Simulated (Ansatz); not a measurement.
Dimethylphenylsulfonium chloride, `C[S+](C)c1ccccc1.[Cl-]`. Total charge 0; triplet. Geometry r2SCAN-D4/def2-SVP, that of the neutral singlet.

```xyz
21

C    -0.368    0.638    2.304
S     0.722   -0.488    1.391
C     2.152    0.546    0.976
C    -0.145   -0.357   -0.260
C    -0.506   -1.590   -0.812
C    -1.165   -1.636   -2.045
C    -1.462   -0.451   -2.722
C    -1.099    0.782   -2.168
C    -0.440    0.833   -0.936
H    -1.300    0.082    2.476
H     0.157    0.820    3.251
H    -0.562    1.544    1.714
H     2.683    0.669    1.930
H     2.749   -0.035    0.260
H     1.822    1.492    0.526
H    -0.268   -2.514   -0.273
H    -1.447   -2.602   -2.474
H    -1.978   -0.485   -3.686
H    -1.330    1.711   -2.697
H    -0.165    1.808   -0.520
Cl    1.948   -0.768    3.764
```

At PBE-D4/def2-TZVP the gap within one spin of the charge 0 triplet nearly closes, so an electron or hole may be smeared out by delocalisation error. At PBE0-D4/def2-TZVP a singlet of charge 0 lies 4.04 eV below the triplet at the same geometry.

Question: Estimate the α-spin orbital energies around the gap (eV) in Ansatz with PBE-D4/def2-TZVP, PBE0-D4/def2-TZVP.

Answer: 
```csv
orbital,PBE-D4/def2-TZVP,PBE0-D4/def2-TZVP
HOMO−5,-7.04,-8.93
HOMO−4,-6.76,-8.22
HOMO−3,-6.70,-7.20
HOMO−2,-6.48,-7.05
HOMO−1,-6.42,-6.98
HOMO,-2.29,-3.57
LUMO,-1.58,-0.94
LUMO+1,-1.18,-0.15
LUMO+2,-0.82,0.07
LUMO+3,0.07,0.76
LUMO+4,0.28,1.17
LUMO+5,0.81,1.58
β HOMO,-6.07,-6.33
β LUMO,-6.05,-5.49
```
